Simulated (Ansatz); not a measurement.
`[CH3][W](=[NH])(=[NH])[NH2]` at its PBE0-D4/def2-TZVP geometry, where that method's forces vanish. Charge 0, multiplicity 1. W takes the def2 core potential.

```tsv
atom	x (Å)	y (Å)	z (Å)
C1	-0.639	-1.419	-0.818
W2	0.297	0.258	0.103
N3	0.897	1.218	-1.238
N4	1.506	-0.441	1.166
N5	-1.035	1.251	1.126
H6	-1.432	-1.083	-1.491
H7	0.083	-1.998	-1.400
H8	-1.068	-2.074	-0.055
H9	1.592	1.666	-1.814
H10	2.434	-0.629	1.510
H11	-1.487	2.087	0.787
H12	-1.148	1.164	2.125
```

Problem. For each bond, give half the difference of the two atoms' forces along it (eV/Å; positive pushes the atoms apart) under PBE-D4, r2SCAN-D4, B3LYP-D4, ωB97M-V in def2-TZVPP. (Best estimate.)

Solution. Computed: 
```csv
bond,length (Å),PBE-D4,r2SCAN-D4,B3LYP-D4,ωB97M-V
C1–W2,2.130,-0.18,-0.08,0.11,0.14
C1–H6,1.093,0.11,-0.01,-0.08,-0.06
C1–H7,1.092,0.12,-0.01,-0.08,-0.06
C1–H8,1.093,0.11,-0.02,-0.08,-0.06
W2–N3,1.755,0.37,0.25,0.26,-0.15
W2–N4,1.755,0.37,0.25,0.26,-0.15
W2–N5,1.951,-0.16,-0.01,0.08,0.08
N3–H9,1.008,0.01,-0.13,-0.21,0.05
N4–H10,1.008,0.01,-0.13,-0.21,0.05
N5–H11,1.009,0.20,0.00,-0.06,-0.02
N5–H12,1.009,0.20,0.00,-0.06,-0.02
```

B3LYP here is the variant with VWN-RPA as its local correlation; programs differ in this.
